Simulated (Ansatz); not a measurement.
C2H6OSi can be A, `[SiH3]C1CO1`, or B, `C[SiH2]C=O`.

Isolated molecules relaxed with PBE0-D4/def2-TZVP in Ansatz; ΔE leaves out vibrations. CBS: MP2 limit from def2 TZ/QZ plus the TZ coupled-cluster correction, frozen cores. Functionals use def2-TZVPP. B3LYP here is the variant with VWN-RPA as its local correlation; programs differ in this. Each species was taken in one conformer, which may not be the lowest.

A:

Z-matrix (Å, degrees):
```
Si
C 1 1.875
H 1 1.488 2 109.6
H 1 1.486 2 110.4 3 119.8
H 1 1.485 2 108.4 3 -119.9
C 2 1.468 1 121.2 3 100.1
O 2 1.436 1 115.4 3 166.6
H 2 1.091 1 118.4 3 -54.7
H 6 1.087 2 118.9 1 -153.6
H 6 1.088 2 119.8 1 -1.7
```

B:

```xyz
10

C     0.8091    0.3296   -1.1502
Si   -0.3508   -0.6432   -0.0699
C    -0.6503    0.3092    1.5766
O    -0.1276    1.3718    1.8065
H     1.7617    0.4846   -0.6399
H     0.3854    1.3109   -1.3734
H     0.9995   -0.1892   -2.0919
H     0.1891   -1.9827    0.2973
H    -1.6858   -0.8528   -0.6979
H    -1.3303   -0.1382    2.3429
```

(1) Which isomer does CCSD(T)/CBS put lower? Give the gap. (An estimate is asked.)

(2) Give E(B) − E(A) in kJ/mol with PBE-D4, MP2/def2-TZVPP, B3LYP-D4, ωB97M-V, BLYP-D4, HF/def2-TZVPP, B2PLYP. (An estimate is asked.)

(3) Does the order hold for the free energy at 298.15 K (harmonic terms from PBE0-D4)? (Estimate.)

Largest T1 diagnostic: 0.014.

## Answers

(1) Computed: B, by 110.6 kJ/mol.

(2) Ansatz gave: PBE-D4 -105.0, MP2/def2-TZVPP -104.7, B3LYP-D4 -118.2, ωB97M-V -109.8, BLYP-D4 -123.2, HF/def2-TZVPP -124.4, B2PLYP -115.9. None reverses the order clearly.

(3) The calculation gave: Yes: G(B) − G(A) = -117.9 kJ/mol, for one conformer each.

In def2-TZVPP, CCSD(T) changes the Hartree–Fock value by +13.9 kJ/mol (the triples alone add +0.4 kJ/mol) and MP2 by +19.7 kJ/mol. Leaving LDA and LC-ωPBE aside and taking each functional with its dispersion term where it has one, the values, not all of them listed here, spread over 23.0 kJ/mol, from BLYP-D4 to PBE-QIDH. LDA lies +18.5 kJ/mol from PBE without D4.
